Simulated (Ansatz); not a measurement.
CH₇BO₂Si, SMILES `C[SiH](O)BO`, relaxed with RKS PBE-D4/def2-SVP in Ansatz 0.2.0 from a rough embedded geometry. The force threshold is 0.03 eV/Å; the program also tests the step.

Total charge 0; spin multiplicity 1.

Start:

```xyz
12

C     0.939   -0.010    1.192
Si   -0.266    0.771    0.052
O     0.544    1.928   -0.874
B    -1.029   -0.557   -1.155
O    -1.772   -1.722   -0.519
H     1.350    0.802    1.922
H     1.748   -0.480    0.678
H     0.380   -0.717    1.853
H    -1.316    1.452    0.796
H     1.318    1.458   -1.333
H    -0.836   -0.539   -2.261
H    -1.060   -2.387   -0.350
```

(1) How much energy does the relaxation release, and in how many steps? (Best estimate.)

(2) Which bonds change most? (Estimate.)

(3) Give the relaxed structure. (Estimate.)

Answers

(1) Computed: 35.97 kcal/mol, in 31 steps, 3 of them rejected.

(2) The calculation gave: B4–O5 from 1.521 to 1.363 Å; B4–H11 from 1.122 to 1.231 Å; Si2–B4 from 1.950 to 2.036 Å; Si2–H9 from 1.456 to 1.521 Å.

(3) Ansatz gave: 
```xyz
12

C     0.965    0.064    1.496
Si   -0.056    0.740    0.069
O     1.020    1.620   -0.913
B    -0.955   -0.703   -1.051
O    -1.099   -1.950   -0.522
H     1.445    0.881    2.072
H     1.760   -0.615    1.125
H     0.313   -0.513    2.184
H    -1.125    1.662    0.636
H     0.640    1.877   -1.771
H    -1.365   -0.489   -2.192
H    -1.541   -2.572   -1.132
```
